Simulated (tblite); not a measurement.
C₆H₇NO₂P (charge -1).
Z-matrix (Å and degrees, GFN2-xTB geometry), rows numbered from 1:
```
C 
P   1  1.8540
O   2  1.4923  1  110.77
O   2  1.4921  1  110.79  3  -133.84
C   2  1.8529  1   99.71  3   112.95
C   5  1.3920  2  113.95  1   178.86
C   6  1.3785  5  119.61  2   179.51
C   7  1.3902  6  118.06  5    -0.07
C   8  1.3835  7  117.98  6     0.01
N   9  1.3243  8  124.16  7     0.04
H   1  1.0858  2  110.20  3  -174.22
H   1  1.0856  2  110.09  3   -52.65
H   1  1.0898  2  107.15  3    66.54
H   6  1.0805  5  117.29  2    -0.41
H   7  1.0844  6  121.52  5  -179.90
H   8  1.0824  7  121.21  6   179.99
H   9  1.0869  8  120.46  7  -179.89
```

Computed values, GFN2-xTB/tblite, gas phase, harmonic and unscaled. Errors from tens to a few hundred cm⁻¹ against measured bands are possible. One conformer, not necessarily the lowest.

Harmonic wavenumbers (cm⁻¹): 32.0, 85.9, 116.6, 151.4, 235.6, 236.2, 280.9, 291.1, 346.6, 445.4, 467.5, 480.7, 595.9, 688.1, 707.2, 717.5, 745.4, 804.5, 810.1, 884.5, 906.7, 927.8, 1000.4, 1082.5, 1089.2, 1109.9, 1152.0, 1164.1, 1224.1, 1249.4, 1280.9, 1297.9, 1394.7, 1443.4, 1451.7, 1455.7, 1555.1, 1581.5, 2984.4, 2992.3, 3014.1, 3024.6, 3032.3, 3044.1, 3077.3.

A = 2476, B = 832.5, C = 719.3 MHz; mass 156.021 u (most abundant isotopes); point group Cs, symmetry number 1.

Zero-point energy?

Half the sum of the wavenumbers: 26330 cm⁻¹ = 75.28 kcal/mol.

Give the ideal-gas entropy at 298.15 K and 1 bar in the rigid-rotor, harmonic-oscillator model (classical rotation).

Translation 41.07, rotation 29.76, vibration 28.39: S = 99.2 cal/(mol K).

And Cp and H(298.15 K) − H(0)?

Cp = 38.14 cal/(mol K), of which vibrations give 30.19 (their classical limit is 45 R = 89.4); H(298.15 K) − H(0) = 6.84 kcal/mol without the zero-point energy, 4.47 from vibrations.

Blend soft modes into free rotors: weight 1/[1 + (100 cm⁻¹/ν̃)⁴] for the oscillator and the rest for a rotor with moment μB/(μ + B), μ = h/(8π²ν), B = 10⁻⁴⁴ kg m². What vibrational entropy results?

26.05 cal/(mol K) in place of 28.39, which changes −T·S at 298.15 K by +0.70 kcal/mol.

How do the functions run with temperature in this model?

| T (K) | S (cal/(mol K)) | Cp (cal/(mol K)) | H − H(0) (kcal/mol) | G − H(0) (kcal/mol) | ln q(vib) |
| --- | --- | --- | --- | --- | --- |
| 150 | 78.8 | 23.2 | 2.30 | -9.51 | 3.00 |
| 250 | 92.9 | 33.3 | 5.12 | -18.11 | 5.52 |
| 400 | 111.8 | 47.7 | 11.23 | -33.49 | 9.32 |
| 600 | 134.0 | 61.6 | 22.26 | -58.13 | 14.31 |
| 900 | 161.6 | 74.1 | 42.80 | -102.61 | 21.31 |

q(vib) and H(0) count from the zero-point level.

What must be added to the electronic energy to get the Gibbs energy at 298.15 K and 1 bar?

ZPE + [H(298.15 K) − H(0)] − T·S = 75.28 + 6.84 − 29.58 = 52.54 kcal/mol.

Hindered rotation and anharmonicity are outside this model. Other conformers, if any are populated, would add a mixing term that is left out.

The run took 0.55 s on one thread of an Arm Neoverse V2, no GPU, shared host with 96 logical CPUs at a one-minute load of 18. This covers the Hessian and the dipole derivatives.
